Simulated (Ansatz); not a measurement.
Input file for Ansatz (a first-principles code): U-B3LYP-D3(BJ)/def2-TZVP on C4O4W (SMILES [O+]#[C-]->[W](<-[C-]#[O+])(<-[C-]#[O+])<-[C-]#[O+]), 2S+1 = 3, a spin state set in the input, which need not be the lowest. Elements past Kr take the def2 small-core potentials; no spin–orbit coupling.

Ansatz 0.2 input:
```yaml
crystal:
  periodic: [false, false, false]
  atoms:
    - {symbol: W, position_ang: [-0.60855079, 0.01774982, -0.08746551]}
    - {symbol: O, position_ang: [1.62887633, 1.45901317, -1.61866586]}
    - {symbol: C, position_ang: [0.84090574, 0.98000861, -1.04638826]}
    - {symbol: O, position_ang: [1.16458100, -1.48810632, 1.95597548]}
    - {symbol: C, position_ang: [0.54201657, -0.98391872, 1.19802993]}
    - {symbol: O, position_ang: [-0.78568787, -2.43596858, -2.09920463]}
    - {symbol: C, position_ang: [-0.74774891, -1.58308151, -1.42866940]}
    - {symbol: O, position_ang: [-1.21720365, 2.35950214, 1.83445057]}
    - {symbol: C, position_ang: [-0.92242996, 1.54092276, 1.05312961]}
basis:
  gaussian:
    orbitals: def2-TZVP
hamiltonian:
  xc: b3lyp
  dispersion: d3bj
magnetization: {spin_polarized: true, initial_magnetization: 2}
relax: {f_tol: 0.005, max_steps: 120}
```

Task: What total energy does the run end on?

Result: -520.6685 hartree.

Task: How many basis functions does it have, and what does it roughly cost on one machine?

Result: 288 functions; roughly 8 core-minutes.
